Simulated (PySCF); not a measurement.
All values below come from PySCF with B3LYP-D3(BJ)/def2-TZVP // PBE0-D4/def2-TZVP. Gas-phase values, no solvent. One relaxed conformer stands for a flexible species; it need not be the lowest. B3LYP has the VWN-RPA correlation part, as in Gaussian. Excitations are Tamm–Dancoff values on a coarser integration grid. The basis has no diffuse functions, so Rydberg states are missing or too high.

Reference species (SMILES): `C1[SiH2]C(=CC=1)O` (H–O–C–Si torsion 0°) (neutral, multiplicity 1).

```
Item                       Value
----------------------  --------
HOMO–LUMO gap            4.43 eV
S1 oscillator strength     0.106
LUMO                    -1.44 eV
S1 excitation (TDA)      4.14 eV
```

Changed species: `O[SiH]1C=CC=C1` (H–O–Si–C torsion 54°).

### Question
Predict the effect on the HOMO–LUMO gap, S1 oscillator strength, LUMO and S1 excitation (TDA).

### Answer
the HOMO–LUMO gap rises by 0.24 eV, to 4.67 eV; the S1 oscillator strength falls by 0.051, to 0.055; the LUMO drops by 0.51 eV, to -1.95 eV; the S1 excitation (TDA) increases by 0.12 eV, to 4.26 eV.
